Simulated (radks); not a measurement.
Ta, 73 electrons, occupied as [Xe] 4f14 5d3 6s2 (the NIST ground configuration). All-electron calculation, Dirac Kohn-Sham, XLYP, spin-unpolarised, spherical densities, finite nucleus; open shells fill j = l - 1/2 first; Fermi nuclear charge, rms radius 5.3507 fm. Program: a radial shooting solver on a logarithmic mesh with Libxc functionals.

Spin-orbit splittings of the eigenvalues, e(l+1/2) - e(l-1/2), with zeta = 2 splitting/(2l+1) and mean radii in bohr:

shell  occ.  splitting (eV)  zeta (eV)  <r> j=l-1/2  <r> j=l+1/2
2p        6            1271      847.1      0.06486      0.07271
3p        6           273.5      182.4       0.1942       0.2088
3d       10           59.58      23.83       0.1829       0.1874
4p        6               ?          ?       0.4644       0.4975
4d       10           11.58      4.630       0.5165       0.5280
4f       14           1.982     0.5662       0.6344       0.6455
5p        6           8.740      5.827        1.222        1.330
5d        3          0.5694     0.2277        2.225        2.346
6p        0          0.3983     0.2655        4.764        5.342

Estimate the 4p splitting.

Answer. 63.02 eV (zeta = 42.01 eV).
